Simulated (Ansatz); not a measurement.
Coupled-cluster run, C₂H₃AlFN, SMILES `C#[C][Al]([NH2])[F]`.

```yaml
crystal:
  periodic: [false, false, false]
  atoms:
    - {symbol: C, position_ang: [-0.926572, 2.336032, -0.038512]}
    - {symbol: C, position_ang: [-0.255943, 1.329995, -0.031427]}
    - {symbol: Al, position_ang: [0.778197, -0.254845, -0.019651]}
    - {symbol: N, position_ang: [0.030144, -1.836822, 0.034773]}
    - {symbol: F, position_ang: [2.420630, -0.156474, -0.061286]}
    - {symbol: H, position_ang: [-1.514834, 3.225864, -0.044917]}
    - {symbol: H, position_ang: [0.525088, -2.713016, 0.043121]}
    - {symbol: H, position_ang: [-0.964610, -1.987835, 0.062100]}
basis:
  gaussian: {orbitals: def2-TZVPP}
correlation: {method: ccsd_t}
output: {orbitals: {seedname: orbitals}}
```

```sh
$ ansatz run in.yaml --threads 2 --pin off --events-out ev --progress --plain --max-ram 4352MiB
```

Output of Ansatz, abridged:

```
Functional definition: HF
1274 factors; integrals over basis functions are off by at most 1.3e-3 eV
mean field evaluation 1: about -12879.0148 eV, gradient 5.0e1 eV
mean field evaluation 2: about -12879.2232 eV, gradient 5.0e1 eV
mean field evaluation 4: about -12883.9831 eV, gradient 3.5e0 eV
mean field evaluation 8: about -12884.0455 eV, gradient 2.3e-1 eV
mean field evaluation 16: about -12884.0458 eV, gradient 1.2e-6 eV
mean field -12884.04581538 eV, -473.4799505953 hartree, gradient 1.2e-6 eV, S^2 0.000000; 0 other end points of the search recorded, 0 dependent functions left out
9 core orbitals not correlated: weight in the atoms' cores, before any rotation towards them, 1.000 or more for the frozen orbitals, at most 0.000 for the correlated occupied ones
reference -12884.04581538 eV, -473.4799505953 hartree; 13, 13 occupied and 186, 186 virtual orbitals, 1274 factors
second order -22.65966932 eV of doubles, -0.00000000 eV of singles
cycle   1  -22.46589085 eV  change    1.9e-1 eV  update   1.1e-1
cycle   2  -22.99449526 eV  change   -5.3e-1 eV  update   3.2e-2
cycle   3  -23.12564068 eV  change   -1.3e-1 eV  update   1.6e-2
cycle   4  -23.11900914 eV  change    6.6e-3 eV  update   4.7e-3
cycle   5  -23.11876564 eV  change    2.4e-4 eV  update   2.0e-3
cycle   6  -23.12036760 eV  change   -1.6e-3 eV  update   5.9e-4
cycle   7  -23.12033669 eV  change    3.1e-5 eV  update   2.1e-4
cycle   8  -23.12025659 eV  change    8.0e-5 eV  update   7.3e-5
cycle   9  -23.12027507 eV  change   -1.8e-5 eV  update   2.9e-5
perturbative correction -0.94977378 eV, -0.0349035426 hartree
Total energy: -12908.11586423 eV, -474.3645085752 hartree
```

Run time 95 s (2 threads of an Arm Neoverse V2 on a shared host); peak host memory 2.9 GiB.

Correlation energy per correlated electron: -0.926 eV. T1 diagnostic: 0.0127.
